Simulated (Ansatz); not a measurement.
`C[S][Zn][S]C` + `S[SiH2]S` → `C[S][Zn][SH]` + `CS[SiH2]S`  (redistribution)

Program: Ansatz. Geometries: PBE0-D4/def2-TZVP. ΔE: electronic, gas phase. CCSD(T)/CBS adds triple-zeta CCSD(T) − MP2 to the extrapolated MP2 energy (def2 sets, frozen cores). DFT in def2-TZVPP. HSE06 is defined as in plane-wave codes. For Zn outer-core shells are correlated without core-valence functions, which leaves a few kJ/mol of doubt a bond. Scalar relativity is left out up to krypton. One conformer a species, not always the lowest.

```csv
level,ΔE (eV)
PBE-D4,-0.21
revPBE-D4,-0.21
HSE06-D4,-0.22
PBE-QIDH,-0.22
PBE0,-0.21
BHLYP,-0.20
CCSD/def2-TZVPP,-0.21
SCS-MP2/def2-QZVPP,-0.21
```

(1) What does CCSD(T)/CBS give? (Best estimate.)

Largest T1 diagnostic among the species: 0.014.

## Answers

(1) Computed: -0.22 eV. The listed levels differ from it by 0.01, 0.01, 0.00, 0.00, 0.01, 0.02, 0.01, 0.01 eV.

From BLYP to BHLYP (50 % exact exchange), in def2-TZVPP and without D4, ΔE moves by −0.03 eV. Leaving LDA and LC-ωPBE aside and taking each functional with its dispersion term where it has one, the values, not all of them listed here, spread over 0.02 eV, from r2SCAN0-D4 to B2PLYP. LDA lies −0.04 eV from PBE without D4.
